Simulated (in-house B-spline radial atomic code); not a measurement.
# Neutral phosphorus: [Ne] 3s2 3p3

Method: Dirac-Kohn-Sham BHandHLYP, spherical fractional occupations, Fermi nucleus of rms radius 3.1889 fm. Calculated with an all-electron radial atomic-structure program (B-spline basis).

Screening seen three ways: the hydrogenic charge with the same mean radius, Z_r = [3n² - l(l+1)]/(2<r>), the one with the same energy, Z_e = n√(-2ε), and Slater's rules. Values are occupation-weighted means over j.

```csv
shell,electrons,ε (eV),<r> (bohr),Z_r,Z_e,Slater
1s,2,-2135.7,0.1035,14.49,12.53,14.70
2s,2,-191.14,0.5167,11.61,7.50,10.85
2p,6,-137.31,0.4839,10.33,6.35,10.85
3s,2,-17.454,1.892,7.14,3.40,4.80
3p,3,-5.6575,2.447,5.11,1.93,4.80
```

The least bound orbital is 3p3/2 at -5.639 eV, and it is also the most diffuse (<r> = 2.451 bohr).

Spin-orbit splittings of the orbital energies (j = l + 1/2 above j = l - 1/2 when positive): 2p 0.9425 eV, 3p 0.05454 eV.

For the 1s electron the small component carries 0.283 % of the norm, the zero-frequency Breit interaction raises the level by 1.41 eV, self-energy by 0.6113 eV, and vacuum polarisation lowers it by 0.03919 eV.

Caution: exact exchange at fractional occupations of open shells leaves self-interaction of up to several eV.
